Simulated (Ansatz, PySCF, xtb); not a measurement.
Reaction (SMILES): [SiH3]N[Si](Cl)(Cl)Cl + N (NH3) + 3 [SiH4] (SiH4) -> 2 N[SiH3] + 3 [SiH3]Cl [chlorosilane]
Each molecule is optimised on its own at B3LYP-D3(BJ)/def2-TZVP (Ansatz, a program for electronic structure), one conformer each, not searched for the lowest. Frequencies are from Ansatz or PySCF.

Wanted: bond separation energy (enthalpy at 298 K, with B3LYP-D3(BJ) rigid-rotor harmonic-oscillator terms), in kcal/mol. Valence correlation only, unless marked. Spin-orbit coupling is left out. No relativistic terms. CBS(X,Y): correlation extrapolated as X^-3; Hartree-Fock from the larger set.

```csv
level,program,bond separation energy (kcal/mol)
GFN2-xTB,xtb,[?]
SVWN5/def2-TZVPD,Ansatz,[?]
BLYP-D3(BJ)/def2-TZVPD,Ansatz + dftd3,14.0
B3LYP-D4/def2-TZVPD,Ansatz + dftd4,14.0
B3LYP/def2-TZVPD,Ansatz,8.3
PBE0-D4/def2-TZVPD,Ansatz + dftd4,13.9
PBE0/def2-TZVPD,Ansatz,10.7
PBE0/def2-QZVPP,Ansatz,[?]
BHLYP/def2-TZVPD,Ansatz,8.0
LC-wPBE-D3(BJ)/def2-TZVPD,Ansatz + dftd3,[?]
wB97M-V/def2-TZVPD,Ansatz,13.4
B2GP-PLYP-D3(BJ)/def2-TZVPD,Ansatz + dftd3,14.0
RPA@PBE/cc-pV(T+d)Z,Ansatz,12.9
SCS-MP2/cc-pV(D+d)Z,Ansatz,13.6
SCS-MP2/aug-cc-pV(T+d)Z,Ansatz,12.8
"CCSD(T)/CBS(cc-pV(T+d)Z,cc-pV(Q+d)Z)",Ansatz,12.9
```

Question: What belongs in the gaps?

Answer: 
- GFN2-xTB, bond separation energy (kcal/mol): -15.9
- SVWN5/def2-TZVPD, bond separation energy (kcal/mol): 15.4
- PBE0/def2-QZVPP, bond separation energy (kcal/mol): 10.5
- LC-wPBE-D3(BJ)/def2-TZVPD, bond separation energy (kcal/mol): 13.8
